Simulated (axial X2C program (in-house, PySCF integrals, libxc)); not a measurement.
What spin–orbit coupling does to CsBe

All values were computed with an in-house all-electron X2C program for linear molecules (integrals from PySCF). Spin-free means the one-electron spin-free X2C Hamiltonian; two-component (2c) means X2C with spin–orbit coupling and atomic mean-field two-electron Coulomb and Gaunt terms, so the difference of the two also holds small scalar two-electron terms. Basis: Cs dyall-cv3z [15s15p9d4f1g], Be dyall-cv3z [8s8p3d1f] (cores contracted in-house); Gaussian nuclei, density fitting, unrestricted open shells. Masses: Cs 132.905 u, Be 9.012 u.

Spin-free state: M_S = 1/2, Λ = 0 (beyond evenly filled blocks: σα); fragments Cs + Be.

```tsv
level	Re (Å)	ωe (cm⁻¹)	De (eV)	μ (D)
PBE0	3.722	143.0	0.287	-4.37
MP2	3.989	80.7	n/a	n/a
TPSS	3.676	159.8	0.416	-4.89
```

Correlated methods: 11 electrons correlated (number of frozen shells: Cs 4 s, 3 p, 2 d; Be 1 s), 275 virtual spin orbitals or spinors in MP2.

Dipoles are positive if Be is the positive end.

Two-component determinant lowest at the distance of the search:

Ω = 1/2 (⟨Sz⟩ = 0.50, ⟨Lz⟩ = 0.00 at HF); fragments Cs + Be.

```csv
level,Re (Å),ωe (cm⁻¹),De (eV),μ (D)
PBE0,3.720,143.1,0.287,-4.36
MP2,3.987,80.9,n/a,n/a
TPSS,3.674,160.0,0.416,-4.89
```

(1) From the two tables, how do the constants change at the MP2 level (2c against spin-free)?

The state is one determinant whose occupation by symmetry is held fixed; it was picked as the lowest of a PBE0 search that is not exhaustive. Dissociation energies refer to the lowest single-determinant-based atoms at the same level and basis. Density functionals use the spin component along the axis (collinear). The determinant is spin-polarised beyond a pure state at some levels (its spin-free form has ⟨S²⟩ too high), which makes Re and μ there less reliable.

Results:

(1) At the MP2 level Re decreases by 0.002 Å and ωe is unchanged to within 0.2 cm⁻¹.
